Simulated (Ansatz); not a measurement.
A nudged elastic band was laid between two geometries of Cl2FHSi + H2O (8 atoms, charge 0, multiplicity 1).

Computed with Ansatz, RKS B3LYP-D4/def2-SVP.

```
movable images  : 5
climbing image  : yes
spring          : 5.0 eV/Å²
optimiser       : quadratic models (default)
start path      : through a guess of the saddle point
force threshold : 0.05 eV/Å
iteration limit : 60
end points      : relaxed
```

Image 0:

```xyz
8
Properties=species:S:1:pos:R:3
Si -0.896 0.195 -0.457
F 0.061 -0.858 -1.234
Cl -2.498 0.490 -1.721
Cl 0.097 1.995 -0.299
H -1.402 -0.319 0.818
H 1.599 -1.141 0.508
O 1.246 -0.580 1.214
H 1.793 0.218 1.171
```

Image 6:

```xyz
8
Properties=species:S:1:pos:R:3
Si -0.590 0.578 0.085
F 0.312 -2.396 -0.230
Cl -1.021 0.646 -1.922
Cl -0.735 2.492 0.843
H -1.486 -0.337 0.800
H 0.842 -1.661 0.015
O 0.974 0.044 0.324
H 1.703 0.633 0.086
```

**Question.** Which bonds break or form, and what moves?

**Answer.** Bonds broken: Si1–F2, H6–O7. Bonds formed: Si1–O7, F2–H6. Cl2FHSi + H2O becomes Cl2H2OSi + FH.

**Question.** What energy profile does the band end with?

**Answer.** The forces met the threshold. The highest image is number 3 of 0 to 6, 1.09 eV above the first end and 0.78 eV above the last; the last end lies 0.31 eV above the first. A vibrational analysis at the climbing image gives one clearly imaginary mode, 785i cm⁻¹: a first-order saddle point. The orbitals stay closed-shell, which can raise the energy where a bond breaks towards radicals; this wasn't checked here.

```json
{"image": "0", "path coordinate (Å)": "0.00", "energy (eV)": "0.00", "Si1–F2 (Å)": "1.62", "H6–O7 (Å)": "0.97", "Si1–O7 (Å)": "2.83"}
{"image": "1", "path coordinate (Å)": "1.09", "energy (eV)": "0.29", "Si1–F2 (Å)": "1.63", "H6–O7 (Å)": "0.97", "Si1–O7 (Å)": "2.68"}
{"image": "2", "path coordinate (Å)": "2.17", "energy (eV)": "0.65", "Si1–F2 (Å)": "1.67", "H6–O7 (Å)": "0.97", "Si1–O7 (Å)": "2.02"}
{"image": "3", "path coordinate (Å)": "3.26", "energy (eV)": "1.09", "Si1–F2 (Å)": "1.92", "H6–O7 (Å)": "1.14", "Si1–O7 (Å)": "1.81"}
{"image": "4", "path coordinate (Å)": "3.74", "energy (eV)": "0.64", "Si1–F2 (Å)": "2.30", "H6–O7 (Å)": "1.47", "Si1–O7 (Å)": "1.71"}
{"image": "5", "path coordinate (Å)": "4.21", "energy (eV)": "0.35", "Si1–F2 (Å)": "2.79", "H6–O7 (Å)": "1.69", "Si1–O7 (Å)": "1.68"}
{"image": "6", "path coordinate (Å)": "4.69", "energy (eV)": "0.31", "Si1–F2 (Å)": "3.12", "H6–O7 (Å)": "1.74", "Si1–O7 (Å)": "1.67"}
```

**Question.** What is the geometry of the highest image?

**Answer.** 
```xyz
8
Properties=species:S:1:pos:R:3:forces:R:3
Si -0.600 0.175 0.013 -0.01 0.01 0.01
F -0.171 -1.669 -0.316 0.00 -0.01 0.00
Cl -0.938 0.441 -2.010 0.00 0.00 0.01
Cl -0.455 2.203 0.631 0.00 0.00 -0.01
H -1.678 -0.288 0.896 0.00 0.00 0.00
H 0.908 -1.187 0.017 0.00 -0.01 0.00
O 1.115 -0.159 0.471 -0.01 0.02 0.00
H 1.819 0.484 0.297 0.01 -0.01 0.00
```

**Question.** What are the harmonic wavenumbers there?

**Answer.** 785i, 101, 195, 237, 284, 395, 419, 536, 579, 657, 759, 816, 868, 1004, 1194, 2076, 2331, 3817 cm⁻¹.

The run took 3.7 min on 2 threads of Arm Neoverse V1, with other jobs on the host, peak memory 0.29 GiB.
